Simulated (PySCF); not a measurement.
# Working out the ionisation energy of S⁺

S⁺ [Ne] 3s2 3p3 (4S) → S²⁺ [Ne] 3s2 3p2 (3P). All numbers are calculated (PySCF 2.14, scalar relativity by spin-free X2C-1e, in jorge-DZP-DKH (7s4p1d, 24 functions)). Frozen: [Ne]. Energies in hartree (1 hartree = 27.21139 eV):

```csv
part,S⁺ (lower),S²⁺ (upper)
UHF,-398.238978,-397.403983
CCSD correlation,-0.088312,-0.074893
(T),-0.000992,-0.000884
```

Question: What does Hartree-Fock give?

Answer: (-397.403983) − (-398.238978) = 0.834995 hartree = 22.721 eV.

Question: What do CCSD and CCSD(T) give?

Answer: The CCSD correlation energies differ by 0.013419 hartree = 0.365 eV and the triples by 0.000108 hartree = 0.003 eV, so CCSD gives 23.086 eV and CCSD(T) 23.089 eV.

Reference: 23.338 eV (measured; NIST Atomic Spectra Database, ionization energies), between the lowest levels; spin-orbit coupling is absent from the calculation.

A double-zeta basis recovers only part of the correlation energy.

What remains against the reference includes basis incompleteness, the frozen core and higher excitations.
